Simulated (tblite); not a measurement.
Species: C2H5FGeO2.
Structure used (GFN2-xTB), in Å, numbered top down from 1:
```
atom  x, y, z in Å
O1     1.709   -0.836   -1.329
C2     1.451   -0.123   -0.401
O3     2.286    0.113    0.605
Ge4   -0.260    0.850   -0.107
C5    -1.707   -0.505    0.109
F6    -1.412   -1.270    1.217
H7     3.121   -0.381    0.508
H8    -0.596    1.710   -1.294
H9    -0.132    1.692    1.127
H10   -2.691   -0.061    0.282
H11   -1.762   -1.186   -0.744
```

Computed values, GFN2-xTB/tblite, gas phase, harmonic and unscaled. This tight-binding method is rough: wavenumbers can miss measured ones by several per cent, in bad cases by 10 to 20. Modes of hydrogen on germanium can be 10 to 20 % off. One conformer, not necessarily the lowest.

Harmonic wavenumbers (cm⁻¹): 25.6, 48.4, 98.2, 196.1, 226.7, 338.9, 393.7, 471.8, 557.5, 599.1, 633.8, 665.6, 704.3, 752.0, 791.1, 1012.2, 1119.2, 1177.6, 1196.8, 1231.8, 1410.6, 1774.7, 1963.5, 2039.0, 2936.8, 2945.7, 3350.0.

A = 3193, B = 1589, C = 1352 MHz; mass 153.949 u (most abundant isotopes); point group C1, symmetry number 1.

Problem. Zero-point energy?

Solution. Half the sum of the wavenumbers: 14330 cm⁻¹ = 171.43 kJ/mol.

Problem. What is S at 273.15 K and 1 bar for an ideal gas of classical rigid rotors and harmonic oscillators?

Solution. Translation 169.85, rotation 117.06, vibration 94.09: S = 381.0 J/(mol K).

Problem. And Cp and H(273.15 K) − H(0)?

Solution. Cp = 117.21 J/(mol K), of which vibrations give 83.95 (their classical limit is 27 R = 224.5); H(273.15 K) − H(0) = 21.36 kJ/mol without the zero-point energy, 12.27 from vibrations.

Problem. What must be added to the electronic energy to get the Gibbs energy at 273.15 K and 1 bar?

Solution. ZPE + [H(273.15 K) − H(0)] − T·S = 171.43 + 21.36 − 104.07 = 88.72 kJ/mol.

Problem. How do the functions run with temperature in this model?

Solution. 
```tsv
T (K)	S (J/(mol K))	Cp (J/(mol K))	H − H(0) (kJ/mol)	G − H(0) (kJ/mol)	ln q(vib)
50	250.0	54.3	2.22	-10.28	1.00
100	291.9	68.0	5.28	-23.90	2.26
298.15	391.5	123.6	24.37	-92.37	6.40
373.15	421.2	140.6	34.29	-122.87	7.85
500	465.6	163.4	53.64	-179.18	10.17
750	538.1	193.2	98.55	-305.00	14.36
1000	596.4	211.7	149.33	-447.04	18.07
```

q(vib) and H(0) count from the zero-point level.

Problem. Which modes carry the vibrational entropy at 273.15 K?

Solution. 25.6 cm⁻¹: 24.98; 48.4 cm⁻¹: 19.70; 98.2 cm⁻¹: 13.89; 196.1 cm⁻¹: 8.41; 226.7 cm⁻¹: 7.32; 338.9 cm⁻¹: 4.52 J/(mol K); the other 21 give 15.28 together.

Hindered rotation and anharmonicity are outside this model. Other conformers, if any are populated, would add a mixing term that is left out. The structure is chiral; the term R ln 2 for an equal mix with its mirror image is left out.
